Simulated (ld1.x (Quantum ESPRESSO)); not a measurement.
**An all-electron radial function and its pseudo partner (Fe)**

Columns: radius, all-electron u(r) and pseudo u(r) of the 3p shell (level -68.58 eV) of iron in the configuration [Ne] 3s2 3p6 3d6 4s1 4p0; PBE, scalar-relativistic, TM scheme, ld1.x (Quantum ESPRESSO) 7.5.

| r (bohr) | all-electron | pseudo |
| --- | --- | --- |
| 0.060 | 0.3288 | -0.0222 |
| 0.120 | 0.5904 | -0.0868 |
| 0.180 | 0.5512 | -0.1887 |
| 0.240 | 0.3100 | -0.3194 |
| 0.300 | -0.0134 | -0.4682 |
| 0.360 | -0.3375 | -0.6231 |
| 0.420 | -0.6187 | -0.7721 |
| 0.480 | -0.8400 | -0.9044 |
| 0.540 | -0.9983 | -1.0117 |
| 0.600 | -1.0990 | -1.0889 |
| 0.660 | -1.1508 | -1.1342 |
| 0.720 | -1.1638 | -1.1491 |
| 0.780 | -1.1473 | -1.1373 |
| 0.840 | -1.1096 | -1.1039 |
| 0.900 | -1.0573 | -1.0547 |
| 0.960 | -0.9957 | -0.9948 |
| 1.020 | -0.9290 | -0.9288 |
| 1.080 | -0.8603 | -0.8603 |
| 1.140 | -0.7917 | -0.7917 |
| 1.200 | -0.7248 | -0.7248 |
| 1.260 | -0.6608 | -0.6608 |
| 1.320 | -0.6001 | -0.6001 |
| 1.380 | -0.5434 | -0.5434 |
| 1.440 | -0.4907 | -0.4907 |
| 1.500 | -0.4421 | -0.4421 |
| 1.560 | -0.3975 | -0.3975 |

**Question.** How many radial nodes do the two functions have?

**Answer.** The all-electron 3p function has n − l − 1 = 1; the pseudo-wave has 0, since the states of the same l below it are removed with the core.

**Question.** At about which radius was the pseudo-wave matched?

**Answer.** 1.20 bohr. The columns agree to 0.0005 from 1.02 bohr on; several derivatives are matched, so the curves merge somewhat inside the radius.

**Question.** Where does each function peak?

**Answer.** Outermost all-electron maximum near 0.72 bohr, pseudo maximum near 0.72 bohr (to the table’s step).

**Question.** Is the pseudo-wave norm-conserving?

**Answer.** Yes: the TM scheme keeps the norm inside the radius equal to the all-electron one, which fixes the energy derivative of the logarithmic derivative at the level.
